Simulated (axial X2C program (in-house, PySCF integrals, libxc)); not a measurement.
**Low determinants of SeCl⁺ at the PBE0 level, scalar-relativistic**

All values were computed with an in-house relativistic program for diatomic molecules. Spin-free means the one-electron spin-free X2C Hamiltonian. Basis: Se dyall-cv3z [8s9p6d4f1g], Cl dyall-av3z [9s8p3d2f] (cores contracted in-house); Gaussian nuclei, density fitting, unrestricted open shells. Masses: Se 79.917 u, Cl 34.969 u.

Search at 2.037 Å (vertical energies from the lowest determinant):

```csv
ΔE (eV),state,electrons beyond evenly filled partner blocks,"electrons in σ, π, δ, φ"
0.00,"M_S = 1, Λ = 0","π+α, π-α",24 22 4 0
0.87,"M_S = 0, Λ = 2","π+α, π+β",24 22 4 0
0.87,"M_S = 0, Λ = 0","π+β, π-α",24 22 4 0
4.05,"M_S = 1, Λ = 2","2 × π+α, 2 × π+β, 2 × π-α",24 22 4 0
4.27,"M_S = 1, Λ = 1","σα, π+α",25 21 4 0
4.59,"M_S = 0, Λ = 1","σα, π+β",25 21 4 0
5.23,"M_S = 1, Λ = 1","σα, π+α, π+β, π-α",23 23 4 0
```

Lowest determinant, M_S = 1, Λ = 0 (beyond evenly filled blocks: π+α, π-α): Re = 2.030 Å, ωe = 535.3 cm⁻¹.

The determinant in row 2 of the search, M_S = 0, Λ = 2 (beyond evenly filled blocks: π+α, π+β), was followed along the bond at PBE0; measured from the minimum of the lowest determinant it gives:

Te = 0.872 eV (7032 cm⁻¹), Re = 2.026 Å, ωe = 542.9 cm⁻¹.

Problem. Compare the bond of the determinant in row 2 with that of the lowest one.

Solution. At PBE0 its Re is 0.004 Å shorter and its force constant, which goes as ωe², is 1.03 times that of the lowest determinant. T0 ≈ Te + Δωe/2 = 7032 + (4) = 7036 cm⁻¹.

The search compares states at one distance, so a state with another bond length can lie lower; it is not exhaustive and yields mostly the lowest determinant of each block pattern, so other components and higher states of one pattern are missing. These are energies of single determinants, not of spin-adapted states; PBE0 term energies can be off by some tenths of an eV, and the functional has no current term. The lowest determinant need not be the ground state where others lie within half an eV.
